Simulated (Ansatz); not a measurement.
`FB(Br)Br` + HCl → `FB(Cl)Br` + HBr at 500 K and 1 bar (ligand exchange at a B–Br bond).

Isolated molecules relaxed with PBE0-D4/def2-TZVP in Ansatz; ΔE leaves out vibrations. CBS: MP2 limit from def2 TZ/QZ plus the TZ coupled-cluster correction, frozen cores. This one scheme is used for every species. For Br outer-core shells are correlated without core-valence functions, which leaves a few kJ/mol of doubt a bond. Scalar relativity is left out up to krypton.

```json
{"species": "`FB(Br)Br`", "CCSD(T)/CBS energy (Eh)": "-5271.35159", "H − E (kJ/mol)": "49.2", "S (J/(mol·K))": "345.3"}
{"species": "HCl", "CCSD(T)/CBS energy (Eh)": "-460.38127", "H − E (kJ/mol)": "32.5", "S (J/(mol·K))": "201.9"}
{"species": "`FB(Cl)Br`", "CCSD(T)/CBS energy (Eh)": "-3157.81685", "H − E (kJ/mol)": "49.9", "S (J/(mol·K))": "338.7"}
{"species": "HBr", "CCSD(T)/CBS energy (Eh)": "-2573.91920", "H − E (kJ/mol)": "30.5", "S (J/(mol·K))": "213.7"}
```

H − E and S are ideal-gas, rigid-rotor, harmonic terms from PBE0-D4/def2-TZVP. 1 Eh = 2625.50 kJ/mol, R = 8.31446 J/(mol·K).

Task: By hand: ΔE, ΔH, ΔS and ΔG.

Result: ΔE = (-3157.81685) + (-2573.91920) − (-5271.35159) − (-460.38127) = -0.00319 Eh = -8.4 kJ/mol. Δ(H − E) = 49.9 + 30.5 − 49.2 − 32.5 = -1.3, so ΔH = -9.7 kJ/mol. ΔS = 338.7 + 213.7 − 345.3 − 201.9 = 5.2 J/(mol·K). ΔG = -9.7 − 500 × (5.2)/1000 = -12.3 kJ/mol.

Task: By hand: the equilibrium constant, and the temperature at which ΔG would vanish if ΔH and ΔS stayed fixed.

Result: log₁₀ K = −ΔG/(RT ln 10) = 1.3. ΔH and −TΔS have one sign here, so there is no such temperature.

The number of gas molecules stays the same, so ΔS is small and ΔH decides. A doubt of 5 kJ/mol in ΔE shifts log₁₀ K by 0.5 here. These are equilibria of isolated gas molecules and say nothing of rates. Largest T1 diagnostic: 0.010 (customary marks: 0.02 for closed shells, 0.045 for open ones).

ΔS is within the doubt of such terms, so its sign, and with it that verdict, could turn.
